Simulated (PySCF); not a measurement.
## PBE on V²⁺ (vanadium, charge +2)

Configuration: [Ar] 3d3, high-spin 4F determinant. Computed with PySCF 2.14 in 6-31G* (5s4p2d1f, 34 functions), with no relativity, point nucleus.

```
Total energy                                     : -942.767 hartree
One-electron energy                              : -1280.269 hartree
Hartree (Coulomb) energy                         : 382.117 hartree
Exchange-correlation energy                      : -44.615 hartree
Kinetic energy                                   : 941.71298 hartree
⟨S²⟩                                             : 3.7503
⟨L²⟩                                             : 12.002
Sum of ⟨r⟩                                       : 14.29 bohr
Sum of ⟨r²⟩                                      : 16.42 bohr²
Density at the nucleus (Gaussians lack the cusp) : 7680 bohr⁻³
Spin density at the nucleus                      : 0.0258 bohr⁻³
Langevin diamagnetic susceptibility              : -13.0 ×10⁻⁶ cm³/mol
Time after the integrals                         : 0.36 s of wall time on 1 thread of Neoverse-V1 (shared host)
```

```csv
shell,electrons,mean orbital energy (hartree),"rms radius, mean of both spins (bohr)"
1s α,1,-196.31722,0.0776
1s β,1,-196.31714,0.0776
2s α,1,-22.49174,0.337
2s β,1,-22.45637,0.337
2p α,3,-19.06799,0.305
2p β,3,-19.04083,0.305
3s α,1,-3.18414,1.03
3s β,1,-3.07760,1.03
3p α,3,-2.25462,1.11
3p β,3,-2.14926,1.11
3d α,3,-0.82455,1.43
```
